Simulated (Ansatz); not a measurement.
Spin states of HNbO (SMILES [OH][Nb]), each relaxed with B3LYP-D3(BJ)/def2-TZVP.
State 1 (charge 0, multiplicity 5):
```xyz
3

Nb    -0.969    -0.706    -0.890
O      0.338    -0.086     0.359
H      0.598     0.840     0.461
```
State 2 (charge 0, multiplicity 1):
| atom | x (Å) | y (Å) | z (Å) |
|---|---|---|---|
| Nb | -0.9581 | -0.8349 | -0.8552 |
| O | 0.1654 | 0.1702 | 0.1323 |
| H | 0.7596 | 0.7121 | 0.6526 |

Singlets are restricted, other states unrestricted; no spin–orbit coupling, no relativity up to Kr; see below for the cores. The largest T1 diagnostic is 0.027.

Codes used: Ansatz (Gaussian basis) for Hartree–Fock, density functionals and correlated methods. Values without a source in brackets are computed. In def2 rows elements past Kr take small-core potentials, without spin–orbit coupling.

Q: One of these levels gives 28.16 kcal/mol for the energy of the multiplicity-1 state less that of the multiplicity-5 state. Which?
A. PBE/def2-TZVPP
B. SVWN5/def2-TZVPP
C. BLYP/def2-TZVPP
D. r2SCAN/def2-TZVPP

A: B, SVWN5/def2-TZVPP. The others give 34.66 (PBE/def2-TZVPP), 24.64 (BLYP/def2-TZVPP), 44.55 (r2SCAN/def2-TZVPP)

Ansatz is a first-principles code.
